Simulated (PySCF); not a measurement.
# Assignment exercise: C6H10O3Si

Mapped SMILES: `[CH3:1][SiH:2]([CH3:3])/[CH:4]=[CH:5]/[C:6](=[O:7])[O:8][CH:9]=[O:10]`. Hydrogens are named by the atom that carries them.

[PySCF 2.14.0 with density-fitted response routines: structure optimised with GFN2-xTB; PBE0/pcSseg-1 with gauge-including orbitals; one computed conformer; non-relativistic Hamiltonian; rapidly exchanging positions averaged; gas phase]

Referencing at the same level of theory: ¹³C and ¹H vs TMS.

(1) Assign these signals to the numbered atoms. ¹³C{¹H} NMR (computed): δ 168.4 (CH), 164.8 (C), 159.4 (CH), 140.5 (CH), -2.7 (CH3).

(2) Assign these signals to the numbered atoms. ¹H NMR (300 MHz, computed): δ 8.21 (m, 1H), 8.19 (s, 1H), 6.41 (d, 1H), 4.62 (m, 1H), 0.29 (d, 6H).

Results:

(1) 
168.4 → C4, β carbon of a C=C–C=O unit: conjugation with the carbonyl draws π density from the β position
164.8 → C6, anhydride carbonyl carbon: lone-pair donation from the attached heteroatom keeps it upfield of a ketone carbonyl
159.4 → C9, anhydride carbonyl carbon
140.5 → C5, α carbon of a C=C–C=O unit: an sp2 carbon of a C=C bond
-2.7 → C1/C3, methyl carbon bonded to Si: an electropositive neighbour leaves it electron-rich and shielded

(2) 
| δ (ppm) | atoms | environment | reason |
| --- | --- | --- | --- |
| 8.21 | H(C4) | hydrogen on a β carbon of a C=C–C=O unit | – |
| 8.19 | H(C9) | hydrogen on an anhydride carbonyl carbon | – |
| 6.41 | H(C5) | hydrogen on an α carbon of a C=C–C=O unit | a vinylic proton, deshielded by the sp2 carbon and the C=C anisotropy |
| 4.62 | H(Si2) | hydrogen on a silicon bonded to 3 C | – |
| 0.29 | H(C1)/H(C3) | hydrogen on a methyl carbon bonded to Si | an electropositive neighbour shields it, as in TMS itself |

H(C4) and H(C9) lie closer than the usual error of such a calculation, so a measured spectrum could show them in the other order.

Shifts are as computed. Against solution values, carbons near 30 ppm lie about +3 ppm off and those near 130 ppm about +5 ppm. Of 1211 compounds with measured shifts, 218 miss one by over three times the rms of a fit or turn the order of signals round; such compounds aren't used in these exercises. No couplings were computed; multiplicities are counted from neighbouring protons, with m where these are inequivalent, close in shift, in a saturated or five-membered ring or joined by F or P, and br s for small geminal =CH2 splittings.
